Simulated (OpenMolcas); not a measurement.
An OpenMolcas run meant for Tb³⁺ (ANO-RCC-VDZP, DKH2; inactive shells 1s 2s 2p 3s 3p 3d 4s 4p 4d 5s 5p; intended active space 8 electrons in 7 orbitals (4f)). One step of its input:

```
&RASSCF
FileOrb=start.orb
Symmetry=1
Spin=7
nActEl=8 0 0
Inactive=15 12
Ras2=0 7
CIRoot=7 7 1
SDav=7
CIMx=300
Iter=62 100
PrWF=0.3
OrbListing=Nothing
MaxOrb=0
Atom
Thrs=1.0e-3 5.0e-1 5.0e-1
```

The run finished. Its levels beside those of a sound run (CASSCF), in cm-1 above each run's lowest level:

```json
{"Level": "4f8 7F6", "This run": "0.0", "Usual run": "0.0"}
{"Level": "4f8 7F5", "This run": "2229", "Usual run": "2283"}
{"Level": "4f8 7F4", "This run": "3694", "Usual run": "3778"}
{"Level": "4f8 7F3", "This run": "4718", "Usual run": "4822"}
{"Level": "4f8 7F2", "This run": "5416", "Usual run": "5534"}
{"Level": "4f8 7F1", "This run": "5849", "Usual run": "5976"}
{"Level": "4f8 7F0", "This run": "6057", "Usual run": "6188"}
{"Level": "4f8 5D4", "This run": "24170", "Usual run": "24260"}
```

Which setting is unsound, and how much does it matter here?

The convergence thresholds are far too loose, so the orbitals stop early. Against the sound run the excited levels shown move by 100 cm-1 on average and by 130 cm-1 at most.

High states are left out of the spin-orbit mixing, which shifts the levels that they would mix with. Without dynamic correlation excited terms often stand tens of per cent too high (terms of higher spin than the ground term too low), and those without a measured partner can miss by more than the paired ones. The basis is small and was not contracted for so high a charge. Levels of configurations outside the active space are missing.
